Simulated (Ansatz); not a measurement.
Geometry optimisation, Ansatz, RKS PBE-D4/STO-3G.

Input:

```yaml
crystal:
  periodic: [false, false, false]
  atoms:
    - { symbol: O, position_ang: [-2.3615, 0.334, 0.6954] }
    - { symbol: C, position_ang: [-1.735, -0.5668, -0.1541] }
    - { symbol: Si, position_ang: [0.0955, -0.7013, 0.0211] }
    - { symbol: P, position_ang: [0.8573, -2.5481, -1.0491] }
    - { symbol: C, position_ang: [1.0905, 0.6979, -0.6924] }
    - { symbol: Si, position_ang: [0.7537, 2.2176, 0.3491] }
    - { symbol: H, position_ang: [-2.3689, 0.037, 1.5986] }
    - { symbol: H, position_ang: [-2.158, -1.5223, 0.0189] }
    - { symbol: H, position_ang: [-1.9589, -0.2725, -1.1455] }
    - { symbol: H, position_ang: [0.4803, -0.9484, 1.4816] }
    - { symbol: H, position_ang: [-0.08152, -3.42506, -0.64094] }
    - { symbol: H, position_ang: [0.19149, -2.24797, -2.30357] }
    - { symbol: H, position_ang: [2.1113, 0.507, -0.6757] }
    - { symbol: H, position_ang: [0.7874, 0.8956, -1.7017] }
    - { symbol: H, position_ang: [-0.6229, 2.6964, 0.1481] }
    - { symbol: H, position_ang: [1.6905, 3.3185, -0.0394] }
    - { symbol: H, position_ang: [0.9976, 1.9692, 1.7939] }
basis:
  gaussian: { orbitals: STO-3G }
hamiltonian:
  xc: pbe
  dispersion: d4
relax:
  f_tol: 0.015
  max_steps: 40
output:
  orbitals: {}
```

Command:

```bash
$ ansatz run input.yaml --threads 1 --pin off --max-ram 2048MiB --backend cpu --events-out ev --progress --plain --runs-dir out
```

**Question.** Where does it end, and by what steps?

**Answer.** The run converged. Limits of this set-up: minimal basis. After 18 steps the energy has fallen by 1.231 eV; H17 moved furthest, 0.64 Å.

```csv
step,energy less start (eV),largest force component (eV/Å),accepted
0,0.0000,5.691,yes
1,-1.0017,1.696,yes
2,-1.1786,0.612,yes
3,-1.2133,0.183,yes
4,-1.2126,0.317,no
5,-1.2181,0.042,yes
6,-1.2197,0.039,yes
7,-1.2209,0.048,yes
8,-1.2222,0.052,yes
9,-1.2213,0.196,no
10,-1.2242,0.059,yes
11,-1.2261,0.099,yes
12,-1.2273,0.158,yes
13,-1.2284,0.121,yes
14,-1.2302,0.059,yes
15,-1.2308,0.027,yes
16,-1.2311,0.018,yes
17,-1.2313,0.023,yes
18,-1.2314,0.013,yes
```

```xyz
17
Properties=species:S:1:pos:R:3
O -2.114 0.530 0.860
C -1.672 -0.554 -0.050
Si 0.219 -0.889 -0.018
P 0.825 -2.648 -1.255
C 1.146 0.664 -0.549
Si 0.555 2.264 0.256
H -1.875 0.118 1.784
H -2.233 -1.506 0.137
H -1.973 -0.212 -1.066
H 0.556 -1.163 1.377
H -0.301 -3.404 -0.827
H 0.105 -2.176 -2.388
H 2.217 0.528 -0.321
H 1.079 0.778 -1.645
H -0.694 2.714 -0.335
H 1.551 3.307 0.053
H 0.379 2.089 1.689
```

Whether the end is a true minimum wasn't checked by a vibrational analysis.

Time of the run: 50 s on 1 thread of Intel(R) Xeon(R) 6975P-C (Granite Rapids), with other jobs on the host, peak memory 0.17 GiB.
